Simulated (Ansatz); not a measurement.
`Cl[SiH](Cl)[GeH3]` + `[CH3][GeH]([Cl])[Cl]` → `Cl[Si](Cl)(Cl)[GeH3]` + `[CH3][GeH2][Cl]`  (redistribution)

Calculated with Ansatz (gas phase, PBE0-D4/def2-TZVP geometries, no zero-point term in ΔE). CCSD(T)/CBS is the MP2 limit (def2-TZVPP, def2-QZVPP) plus CCSD(T) − MP2 in def2-TZVPP, frozen cores. Functionals use def2-TZVPP. HSE06 is defined as in plane-wave codes. For Ge outer-core shells are correlated without core-valence functions, which leaves a few kJ/mol of doubt a bond. Scalar relativity is left out up to krypton.

Is it downhill or uphill in electronic energy at CCSD(T)/CBS, and by how much? (Estimate.)

The calculation gave: Downhill: ΔE = -4.5 kcal/mol.

What do these levels give: BLYP-D4, HSE06-D4, PBE, r2SCANh, r2SCAN0, CCSD/def2-TZVPP? (An estimate is asked.)

Computed: BLYP-D4 -4.3, HSE06-D4 -4.3, PBE -4.0, r2SCANh -4.2, r2SCAN0 -4.1, CCSD/def2-TZVPP -3.4 kcal/mol.

What do rigid-rotor, harmonic-oscillator terms from PBE0-D4/def2-TZVP frequencies (298.15 K, 1 bar) make of the CCSD(T)/CBS value? (An estimate is asked.)

Ansatz gave: ΔZPE = -0.2 kcal/mol, ΔH = -4.7 kcal/mol, ΔS = -12 J/(mol·K), ΔG = -3.8 kcal/mol.

Largest T1 diagnostic among the species: 0.011.

Leaving LDA and LC-ωPBE aside and taking each functional with its dispersion term where it has one, the values, not all of them listed here, spread over 1.5 kcal/mol, from B97M-V to B2PLYP. LDA lies −1.5 kcal/mol from PBE without D4. The D4 term adds −0.9 kcal/mol with B3LYP and −0.5 kcal/mol with PBE0; it sums over pairs of atoms, weighted by their polarisabilities, and B3LYP, whose exchange is more repulsive, gets the larger term. In def2-TZVPP, CCSD(T) changes the Hartree–Fock value by −2.1 kcal/mol (the triples alone add −0.3 kcal/mol) and MP2 by −2.9 kcal/mol.

B3LYP here is the variant with VWN-RPA as its local correlation; programs differ in this.
